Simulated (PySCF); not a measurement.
# Working out the ionisation energy of P⁺

P⁺ [Ne] 3s2 3p2 (3P) → P²⁺ [Ne] 3s2 3p1 (2P). All numbers are calculated (PySCF 2.14, no relativity, point nucleus, in 6-31G*). Frozen: [Ne]. Energies in hartree (1 hartree = 27.21139 eV):

| part | P⁺ (lower) | P²⁺ (upper) |
| --- | --- | --- |
| UHF | -340.323679 | -339.618874 |
| CCSD correlation | -0.066151 | -0.057756 |
| (T) | -0.000843 | -0.000596 |

Q: What does Hartree-Fock give?

A: (-339.618874) − (-340.323679) = 0.704805 hartree = 19.179 eV.

Q: What do CCSD and CCSD(T) give?

A: The CCSD correlation energies differ by 0.008395 hartree = 0.228 eV and the triples by 0.000247 hartree = 0.007 eV, so CCSD gives 19.407 eV and CCSD(T) 19.414 eV.

Reference: 19.769 eV (semi-empirical (NIST evaluation); NIST Atomic Spectra Database, ionization energies), between the lowest levels; spin-orbit coupling is absent from the calculation.

What remains against the reference includes basis incompleteness, the frozen core and higher excitations.
